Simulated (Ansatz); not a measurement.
System: InCl2, charge 0, doublet. InCl2 (SMILES [Cl][In][Cl], doublet).
B3LYP-D3(BJ)/def2-TZVP minimum from Ansatz (an electronic-structure program):
```
In
Cl 1 2.3859
Cl 1 2.3859 2 119.92
```
Charge 0, spin multiplicity 2.

Total energies in hartree (Ansatz). Radicals and triplets start from unrestricted determinants; spin-orbit coupling is neglected. Cores are frozen in correlated methods (noble-gas shells, and filled d and f shells in the p block). Past Kr the def2 sets carry scalar-relativistic core potentials. Where a partner has so few electrons that a lower coupled-cluster level is exact, that level stands in. Spin-orbit terms, left out, reach several kcal/mol for Br and I, and more for heavier atoms. The spin of Cl2In ([Cl][In][Cl], doublet) was assumed, and the state is the lowest solution found for it.

```tsv
species	HF/def2-TZVPP	CCSD(T)/def2-TZVPP	HF/def2-QZVPP	CCSD(T)/def2-QZVPP	CCSD(T)/def2-SVP	CCSDT(Q)/def2-SVP
1: InCl2 (SMILES [Cl][In][Cl], doublet)	-1108.34109	-1108.81517	-1108.36779	-1108.88677	-1108.35019	-1108.35182
2: In (doublet)	-189.21003	-189.25218	-189.21066	-189.25402	-189.24461	-189.24480
3: Cl (doublet)	-459.47685	-459.66464	-459.48954	-459.69535	-459.44599	-459.44629
```

Work out the atomisation energy (electronic, to ground-state atoms) in kcal/mol: take Hartree-Fock from def2-QZVPP, extrapolate the CCSD(T) correlation energy as X^-3 (X = 3, 4), and add CCSDT(Q) - CCSD(T) in def2-SVP. 1 hartree = 627.51 kcal/mol.


Species 1: correlation (64·(-0.51898) - 27·(-0.47408))/37 = -0.55174; step -0.00163; E1 = -1108.36779 + (-0.55174) + (-0.00163) = -1108.92116
Species 2: correlation (64·(-0.04336) - 27·(-0.04215))/37 = -0.04424; step -0.00019; E2 = -189.21066 + (-0.04424) + (-0.00019) = -189.25509
Species 3: correlation (64·(-0.20581) - 27·(-0.18779))/37 = -0.21896; step -0.00030; E3 = -459.48954 + (-0.21896) + (-0.00030) = -459.70880
-1·E1 +1·E2 +2·E3 = 0.24847 hartree = 155.9 kcal/mol.
